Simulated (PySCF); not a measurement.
A small calculation by hand: dipole moment from atomic charges

Ge(H)2(F)(OMe) (CH5FGeO), SMILES C[O][GeH2][F]. Atoms are numbered in the order given.

```xyz
9

Ge     0.5531     0.0620    -0.3031
F      0.8606     0.8667     1.2113
O     -0.8868    -0.9282    -0.0966
C     -2.1413    -0.3433     0.1408
H      1.7062    -0.9012    -0.5724
H      0.2948     1.1858    -1.3184
H     -2.2092     0.0896     1.1544
H     -2.3823     0.4537    -0.5887
H     -2.9109    -1.1250     0.0503
```
Charge 0, spin multiplicity 1.

Coordinates come from a PBE0-D3(BJ)/def2-SVP optimisation. One conformer was computed; it need not be the lowest.

Charges (e) from PBE0/def2-TZVP in PySCF:

```csv
atom,ESP fit,Mulliken
Ge1,0.567,0.598
F2,-0.304,-0.388
O3,-0.322,-0.390
C4,-0.213,-0.210
H5,-0.028,0.019
H6,-0.044,-0.001
H7,0.128,0.132
H8,0.096,0.109
H9,0.121,0.131
```

The dipole moment of the full density is 1.83 D.

Q: What dipole moment does each set of point charges give, and which comes closer to that of the density?

A: 
μ = Σ q r, and 1 e Å = 4.8032 D.
ESP fit: Σ q r = (-0.131, 0.036, -0.368) e Å, |μ| = 1.88 D.
Mulliken: Σ q r = (-0.108, 0.030, -0.558) e Å, |μ| = 2.73 D.
ESP fit comes closer in size. Point charges leave out the atoms' own dipoles (lone pairs, polarised bonds); fits to the potential absorb them, partitions of the density don't.
